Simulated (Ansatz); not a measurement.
Calculated with Ansatz (gas phase, PBE0-D4/def2-TZVP geometries, no zero-point term in ΔE). CBS: MP2 limit from def2 TZ/QZ plus the TZ coupled-cluster correction, frozen cores. This one scheme is used for every species. DFT in def2-TZVPP. For Ga outer-core shells are correlated without core-valence functions, which leaves a few kJ/mol of doubt a bond. Scalar relativity is left out up to krypton. One conformer a species, not always the lowest.

`[CH3][Ga]([CH3])[F]` + `[CH3][Ga]([CH3])[O][SiH3]` → `[CH3][Ga]([CH3])[O][Ga]([CH3])[CH3]` + `F[SiH3]`  (redistribution)

`[CH3][Ga]([CH3])[F]`:

Z-matrix (Å, degrees):
```
C
Ga 1 1.954
H 1 1.092 2 110.9
H 1 1.093 2 110.3 3 118.9
H 1 1.090 2 110.2 3 -121.0
C 2 1.954 1 133.8 3 -53.1
F 2 1.774 1 113.1 3 127.2
H 6 1.092 2 110.9 1 53.9
H 6 1.090 2 110.2 1 174.9
H 6 1.093 2 110.4 1 -65.0
```

`[CH3][Ga]([CH3])[O][SiH3]`:

```xyz
14

C     1.028    0.910    1.449
Ga    0.570   -0.382    0.049
C     1.473   -1.961   -0.662
O    -1.012   -0.085   -0.764
Si   -2.257    0.953   -0.713
H     1.997    0.701    1.903
H     1.046    1.920    1.031
H     0.264    0.898    2.230
H     1.467   -1.928   -1.754
H     0.927   -2.859   -0.361
H     2.502   -2.048   -0.312
H    -3.517    0.243   -0.355
H    -2.040    2.033    0.298
H    -2.448    1.604   -2.039
```

`[CH3][Ga]([CH3])[O][Ga]([CH3])[CH3]`:

Cartesian coordinates in Å:
```
C 1.254 1.593 2.818
Ga 0.291 1.177 1.158
C -1.131 2.233 0.294
O 0.804 -0.331 0.350
Ga 0.166 -1.365 -0.961
C 1.426 -2.707 -1.642
C -1.695 -1.057 -1.535
H 1.997 0.824 3.031
H 1.757 2.560 2.741
H 0.560 1.656 3.660
H -1.303 3.184 0.801
H -2.067 1.669 0.292
H -0.873 2.437 -0.748
H 2.382 -2.630 -1.125
H 1.591 -2.572 -2.715
H 1.029 -3.715 -1.501
H -2.021 -1.785 -2.280
H -2.370 -1.113 -0.677
H -1.796 -0.056 -1.962
```

`F[SiH3]`:

```xyz
5

F     1.184    0.829    0.586
Si   -0.031   -0.022   -0.015
H    -1.047    0.922   -0.538
H    -0.601   -0.851    1.072
H     0.494   -0.878   -1.104
```

CCSD(T)/CBS gives +1.7 kcal/mol.

**Question.** Another level gave +4.0 kcal/mol. Which?
A. r2SCAN/def2-TZVPP
B. CCSD/def2-TZVPP
C. HF/def2-TZVPP
D. MP2/def2-TZVPP

**Answer.** A. r2SCAN 4.0, MP2/def2-TZVPP 0.9, CCSD/def2-TZVPP 2.2, HF/def2-TZVPP 5.8 kcal/mol.

Largest T1 diagnostic among the species: 0.013.

At CCSD(T), def2-SVP lies +1.5 kcal/mol from the extrapolated value and def2-TZVPP −0.1 kcal/mol. The D4 term adds −1.3 kcal/mol with B3LYP and −0.8 kcal/mol with PBE0; it sums over pairs of atoms, weighted by their polarisabilities, and B3LYP, whose exchange is more repulsive, gets the larger term. Leaving LDA and LC-ωPBE aside and taking each functional with its dispersion term where it has one, the values, not all of them listed here, spread over 1.5 kcal/mol, from BLYP-D4 to B97M-V. LDA lies −0.8 kcal/mol from PBE without D4.

B3LYP here is the variant with VWN-RPA as its local correlation; programs differ in this.
